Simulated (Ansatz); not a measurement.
Mulliken charges of CH₄F₃GeN (`C[NH][Ge]([F])([F])[F]`) from PBE/def2-TZVPP in Ansatz (PBE0-D4/def2-TZVP geometry).

```csv
atom,x (Å),y (Å),z (Å),charge (e)
C1,0.074,-1.216,0.803,-0.202
N2,0.575,-0.360,-0.263,-0.276
Ge3,-0.248,1.149,-0.715,0.922
F4,-1.884,0.841,-1.097,-0.306
F5,0.522,1.850,-2.067,-0.302
F6,-0.323,2.391,0.465,-0.310
H7,-1.016,-1.256,0.758,0.111
H8,0.440,-2.234,0.654,0.101
H9,0.363,-0.883,1.805,0.112
H10,1.580,-0.332,-0.339,0.149
```

Task: By hand: the dipole of these point charges (1 e Å = 4.8032 D).

Result: Σ q r = (0.324, -0.666, 0.369) e Å, of length 0.827 e Å = 3.97 D.

Task: How does the dipole of the full density compare? (Estimate.)

Result: Ansatz gave: (0.359, -0.548, 0.319) e Å, 3.50 D; the point charges give 1.13 times that, at 7° from its direction.

Point charges leave out the atoms' own dipoles, such as those of lone pairs, and Mulliken's split depends on the basis, so the close match here is no proof of good charges.
